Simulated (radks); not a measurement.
Au IX, 71 electrons, occupied as [Xe] 4f14 5d3. All-electron calculation, Dirac Kohn-Sham, LB94 model potential, spin-unpolarised, spherical densities, finite nucleus; open shells fill j = l - 1/2 first; Fermi nuclear charge, rms radius 5.4371 fm. Program: a radial shooting solver on a logarithmic mesh with Libxc functionals.

Unscreened Slater integrals over Kohn-Sham orbitals (eV). Large and small components are both included. Empty in this configuration: 5d5/2.

F0(5d3/2,5d3/2): 20.025
F2(5d3/2,5d3/2): 10.740
F0(5d3/2,5p3/2): 21.519
F2(5d3/2,5p3/2): 11.332
G1(5d3/2,5p3/2): 14.176
G3(5d3/2,5p3/2): 8.9191
F0(5d3/2,5p1/2): 22.145
G1(5d3/2,5p1/2): 13.403
F0(5d3/2,4f7/2): 25.212
F2(5d3/2,4f7/2): 6.7729
G3(5d3/2,4f7/2): 2.1899
G5(5d3/2,4f7/2): 1.7717
F0(5d3/2,5d5/2): 19.810
F2(5d3/2,5d5/2): 10.629
G2(5d3/2,5d5/2): 10.614
G4(5d3/2,5d5/2): 7.2110
F0(5p3/2,5p3/2): 23.520
F2(5p3/2,5p3/2): 12.754
F0(5p3/2,5p1/2): 24.412
G2(5p3/2,5p1/2): 12.869
F0(5p3/2,4f7/2): 28.879
F2(5p3/2,4f7/2): 9.0557
G2(5p3/2,4f7/2): 3.2888
G4(5p3/2,4f7/2): 2.8461
F0(5p3/2,5d5/2): 21.236
F2(5p3/2,5d5/2): 11.107
G1(5p3/2,5d5/2): 13.743
G3(5p3/2,5d5/2): 8.6484
F0(5p1/2,5p1/2): 25.468
F0(5p1/2,4f7/2): 30.895
G4(5p1/2,4f7/2): 3.5599
F0(5p1/2,5d5/2): 21.827
G3(5p1/2,5d5/2): 8.0602
F0(4f7/2,4f7/2): 50.147
F2(4f7/2,4f7/2): 24.984
F4(4f7/2,4f7/2): 15.924
F6(4f7/2,4f7/2): 11.530
F0(4f7/2,5d5/2): 24.735
F2(4f7/2,5d5/2): 6.5024
F4(4f7/2,5d5/2): 3.1515
G1(4f7/2,5d5/2): 2.1111
G3(4f7/2,5d5/2): 2.0679
G5(4f7/2,5d5/2): 1.6784
F0(5d5/2,5d5/2): 19.604
F2(5d5/2,5d5/2): 10.534
F4(5d5/2,5d5/2): 7.1580
